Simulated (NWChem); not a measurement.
ScCl2, doublet; SMILES [Cl][Sc][Cl]

Computed with NWChem. Spin-unrestricted. Structure relaxed at the PBE-D3(BJ)/def2-SVP, spin-unrestricted level. This spin state was assumed; another may lie lower. No stability test was run on the SCF state. Total energies of different functionals are on different scales.

```
level                                             energy (Ha)  highest occupied level (eV)  lowest empty minus highest occupied level, either spin (eV)  dipole (D)   <S²>
------------------------------------------------  -----------  ---------------------------  -----------------------------------------------------------  ----------  -----
N12/def2-SVP                                       -1680.8478                        -3.69                                                         0.33        3.93  0.753
CAM-B3LYP/def2-SVP                                 -1680.9026                        -6.55                                                         4.88        4.08  0.751
LC-BLYP (range parameter 0.33 per bohr)/def2-SVP   -1680.1210                        -7.47                                                         6.52        3.80  0.751
```
